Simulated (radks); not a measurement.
Results of a calculation; reference values are marked as such.
The selenium ion Se+, configuration [Ar] 3d10 4s2 4p3. Level of theory: scalar-relativistic Kohn-Sham, LDA (Slater exchange, Perdew-Wang correlation), spin-polarised, spherical densities, point nucleus; open shells are filled with parallel spins first (a radial shooting solver on a logarithmic mesh with Libxc functionals). Some entries of the table are withheld. Estimate them.

orbital  occ.  eigenvalue (hartree)  <r> (bohr)  <1/r> (bohr^-1)
1s up       1             -459.1504     0.04414            34.51
1s down     1             -459.1435     0.04414            34.51
2s up       1             -59.35189      0.1962            7.620
2s down     1             -59.34770      0.1962            7.620
2p up       3             -52.30517      0.1713            7.470
2p down     3             -52.29901      0.1713            7.470
3s up       1              -8.19686      0.5754            2.485
3s down     1              -8.18793      0.5750            2.486
3p up       3              -5.99385      0.5906            2.335
3p down     3              -5.98357      0.5900            2.336
3d up       5                   (1)      0.6322            2.029
3d down     5                   (2)      0.6284            2.036
4s up       1              -1.02719       1.739           0.7607
4s down     1              -0.93802       1.741           0.7637
4p up       3              -0.60394       2.096           0.6236
4p down     0              -0.51741       2.148           0.6131

Answer. 
(1) 3d up eigenvalue (hartree): -2.34531
(2) 3d down eigenvalue (hartree): -2.33085
